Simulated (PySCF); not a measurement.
From computed data to an observable: entropy of an ideal gas

B(H)(Cl)(NH2) (BClH₃N), SMILES NBCl.

Geometry: PBE0-D3(BJ)/def2-TZVP. Other conformers were not sampled.

PBE0-D3(BJ)/def2-TZVP in PySCF gives the harmonic wavenumbers 351, 548, 611, 709, 889, 933, 1138, 1360, 1629, 2668, 3619, 3722 cm⁻¹ and the rotational temperatures 2.4924, 0.2636, 0.2384 K. The molar mass is 63.29 g/mol, the symmetry number 1, the spin multiplicity 1.

**Question.** Work out the entropy at 298.15 K and 1 atm in the rigid-rotor, harmonic-oscillator model.

**Answer.** 
Translation (Sackur–Tetrode at 1 atm): S = R[1.5 ln M + 2.5 ln T − 1.16487] = 160.5 J/(mol K).
Rotation: q = (√π/σ) T^1.5/√(θA θB θC) = 23100, S = R[ln q + 3/2] = 96.0 J/(mol K).
Vibration: with u = 1.4388 ν/T, each mode gives R[u/(e^u − 1) − ln(1 − e^−u)]:
```json
[
 {"ν (cm⁻¹)": "351", "modes": "1", "u": "1.69", "S (J/(mol K))": "4.86"},
 {"ν (cm⁻¹)": "548", "modes": "1", "u": "2.64", "S (J/(mol K))": "2.29"},
 {"ν (cm⁻¹)": "611", "modes": "1", "u": "2.95", "S (J/(mol K))": "1.80"},
 {"ν (cm⁻¹)": "709", "modes": "1", "u": "3.42", "S (J/(mol K))": "1.24"},
 {"ν (cm⁻¹)": "889", "modes": "1", "u": "4.29", "S (J/(mol K))": "0.61"},
 {"ν (cm⁻¹)": "933", "modes": "1", "u": "4.50", "S (J/(mol K))": "0.51"},
 {"ν (cm⁻¹)": "1138", "modes": "1", "u": "5.49", "S (J/(mol K))": "0.22"},
 {"ν (cm⁻¹)": "1360", "modes": "1", "u": "6.56", "S (J/(mol K))": "0.09"},
 {"ν (cm⁻¹)": "1629", "modes": "1", "u": "7.86", "S (J/(mol K))": "0.03"}
]
```
The stiffer modes add less than 0.005 each. Sum 11.7 J/(mol K).
Spin: R ln 1 = 0.0 J/(mol K).
Total 268.1 J/(mol K); the program's own thermochemistry gives 268.1. Translation makes up 60 % and vibration 4 %. Anharmonicity, hindered rotation and orbital degeneracy are left out.
